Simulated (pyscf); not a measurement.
This saddle point was located with ωB97X-D3(BJ)/def2-SVP in PySCF.

```xyz
9

Zn    -0.0020    -0.9434    -0.5505
H      0.9984     0.3467    -0.0114
H      0.0104    -2.2974    -1.2673
O     -0.9541    -0.3891     1.4815
Si    -0.4822     1.0705     0.7099
H     -0.5322    -0.5564     2.3328
H     -1.1195     0.5015    -0.6875
H      0.5305     1.7190     1.6197
H     -1.5253     2.1551     0.6891
```
Charge 0, spin multiplicity 1.

Surface: singlet, charge 0. Lowest wavenumbers (cm⁻¹): 629i, 127, 288, 356, 413.

Question: What reaction is this the transition state of?

Answer: ZnH₂ + HO–SiH₃ <-> ZnH₂ + HO–SiH₃, a four-centre exchange read from left to right: H–Zn, H–Si broken and H–Zn, H–Si formed. At ωB97M-D3(BJ)/def2-TZVP it lies +101.6 kJ/mol from the left side and +101.6 kJ/mol from the right (each side as separated species at their lowest minima found). On the reactant side the descent ends in an adduct with a O–Zn contact (not fully relaxed), 36.0 kJ/mol under the separated species and 118.2 kJ/mol under the saddle at ωB97X-D3(BJ)/def2-TZVP. On the product side the descent ends in an adduct with a O–Zn contact, 35.9 kJ/mol under the separated species and 118.1 kJ/mol under the saddle at ωB97X-D3(BJ)/def2-TZVP. At the saddle there is also a short Si–Zn contact that neither side keeps. At ωB97X-D3(BJ)/def2-TZVP the barrier from the zero used here is 82.2 kJ/mol. One saddle was located; it need not be the lowest between these sides. Elements up to Kr have no core potential and no relativistic terms here.
